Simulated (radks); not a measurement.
Results of a calculation; reference values are marked as such.
These are the eigenvalues of the occupied orbitals of an atom or ion with whole-number occupations (eV). Code: a radial shooting solver on a logarithmic mesh with Libxc functionals. Model: scalar-relativistic Kohn-Sham, BLYP, spin-unpolarised, spherical densities, point nucleus.

1s: -21946.10
2s: -3159.125
2p: -2830.119
3s: -559.6469
3p: -451.5585
3d: -277.5397
4s: -80.8077
4p: -50.8498
4d: -9.5570
5d: -0.5791

Which element is it, and in what charge state? The configuration may be excited.

Answer. Z = 44, ruthenium, charge 0: Ru in [Kr] 4d7 5d1. The list shows which subshells hold electrons but not how many an open one holds; the 1s level, -806.5 hartree, gives Z - s = 40.2 by -(Z - s)^2/2, which with screening and relativity narrows Z to a few neighbours, and the depths of the outer levels then fix element, charge and occupations together.
